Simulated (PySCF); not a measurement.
Field gradients at the hydrogen positions

Compound: C3H9ClSSi2.
Geometry (GFN2-xTB, Å), atoms numbered from 1 in this order:
```xyz
16
C3H9ClSSi2 angstrom
C     -1.4678    0.6330    1.2428
C     -1.7005   -0.4180    0.2153
C     -1.1182   -0.5068   -0.9761
Si     0.1858    0.6054   -1.7415
S      2.1133   -0.3988   -1.5765
Si     2.3772   -0.7401    0.5116
Cl     2.2831    0.9713    1.5750
H     -1.1199    0.1753    2.1688
H     -0.7349    1.3631    0.9159
H     -2.4039    1.1448    1.4668
H     -2.4291   -1.1681    0.5077
H     -1.4041   -1.3446   -1.6041
H      0.3481    1.9239   -1.1393
H      0.0277    0.6850   -3.1869
H      1.3249   -1.6168    1.0019
H      3.7106   -1.2996    0.6070
```

Level: PBE0/pcSseg-1 (PySCF, non-relativistic); Q(2H) = 0.00286 b; rigid geometry, the same for H and D, with no vibrational averaging.

Problem. Rank these positions by the coupling χzz of a deuteron there, largest first.
A. H9 (methyl hydrogen)
B. H12 (vinylic hydrogen)
C. H14 (Si–H hydrogen)

Solution. B (217 kHz), A (211 kHz), C (112 kHz).

Problem. Tabulate Vzz, the asymmetry η and χzz = 234.96 MHz × Q × Vzz for every hydrogen position.

Solution. 
| atom | bonded to | bond length (Å) | Vzz (au) | η | χzz (kHz) |
| --- | --- | --- | --- | --- | --- |
| H8 | C1 | 1.090 | 0.3099 | 0.02 | 208 |
| H9 | C1 | 1.085 | 0.3146 | 0.04 | 211 |
| H10 | C1 | 1.090 | 0.3106 | 0.02 | 209 |
| H11 | C2 | 1.086 | 0.3152 | 0.04 | 212 |
| H12 | C3 | 1.085 | 0.3229 | 0.06 | 217 |
| H13 | Si4 | 1.459 | 0.1649 | 0.01 | 111 |
| H14 | Si4 | 1.456 | 0.1661 | 0.01 | 112 |
| H15 | Si6 | 1.455 | 0.1657 | 0.03 | 111 |
| H16 | Si6 | 1.449 | 0.1690 | 0.02 | 114 |

Problem. Average by the element that carries the hydrogen.

Solution. on C: 211 kHz over 5 positions, mean bond length 1.087 Å; on Si: 112 kHz over 4 positions, mean bond length 1.455 Å.

Problem. Give the 2H NMR doublet splittings at H14 for a magnetic field along the z, y and x axes of the gradient: 3χ/2, 3χ(1 + η)/4, 3χ(1 − η)/4.

Solution. With |χ| = 111.6 kHz and η = 0.009: 167, 84 and 83 kHz, to first order and without motion.

One conformer (not necessarily the lowest) at the GFN2-xTB geometry, without solvent, vibrations or thermal averaging. GFN2-xTB bond lengths can be off by several hundredths of an ångström, more for odd bonds, and the gradients follow them. The small basis limits the accuracy of the gradients.

These values come from a run that also computed NMR shieldings. Hardware: an Arm Neoverse V2 with one thread, shared host with 96 logical CPUs at a one-minute load of 65. Cost: 33 s wall, 0.85 GiB resident at most.
